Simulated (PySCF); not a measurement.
Computed properties of C2H7Sb, SMILES C[CH2][SbH2]

C₂H₇Sb, SMILES [SbH2][CH2]C. Geometry optimised at B3LYP-D3(BJ)/def2-SVP. The def2 effective core potentials stand for the cores of Sb; spin–orbit coupling is left out. Other conformers were not sampled. All values are computed for the isolated molecule unless a solvent is named; none is compared with measurement here.

**Structure.** The optimised structure has Cs symmetry. All 24 harmonic modes at B3LYP-D3(BJ)/def2-SVP (PySCF) are real, so it is a minimum. With heavy atoms numbered as in [SbH2:1][CH2:4][CH3:5], the shortest bond between them is C4–C5 at 1.524 Å and the longest Sb1–C4 at 2.208 Å.

**Vibrations.** The strongest infrared lines (harmonic, unscaled, degenerate partners summed) lie at 1908 cm⁻¹ (200 km/mol, H 99 %), 1902 cm⁻¹ (176 km/mol, H 99 %), 3014 cm⁻¹ (42 km/mol, H 97 %). The softest mode is at 118 cm⁻¹ and the zero-point energy is 48.9 kcal/mol.

**Electronic structure.** CAM-B3LYP/def2-TZVPD (PySCF) places the frontier levels at -8.19 and 0.38 eV, a gap of 8.57 eV, and gives a dipole moment of 0.79 D and a mean polarisability of 73.1 bohr³.

**Excitations.** TDA-M06-2X/def2-SVPD (PySCF) has S1 at 5.68 eV (218 nm, f = 0.124, bright); the most intense of the 10 singlets computed lies at 8.12 eV (f = 0.38). T1 (TDA) is at 4.43 eV, 1.25 eV under S1. No vertical singlet excitation falls in the visible range (under 3.1 eV).
